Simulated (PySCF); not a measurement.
A structure optimised at r2SCAN-D4/def2-SVP, used in a PySCF frequency run:

```xyz
7

N     -1.0411     2.1530     0.0000
Sn    -0.4016     0.2308     0.0000
Cl    -1.2748    -0.7915    -1.9071
Cl    -1.2748    -0.7915     1.9071
Br     2.0599    -0.1429     0.0000
H     -0.6935     2.6502    -0.8238
H     -0.6935     2.6502     0.8238
```

**Question.** Write its SMILES, formula and point group.

**Answer.** [NH2][Sn]([Cl])([Cl])[Br], BrCl2H2NSn, Cs

**Question.** What are its rotational constants (standard atomic weights)?

**Answer.** 1.2939, 0.81438, 0.67526 GHz
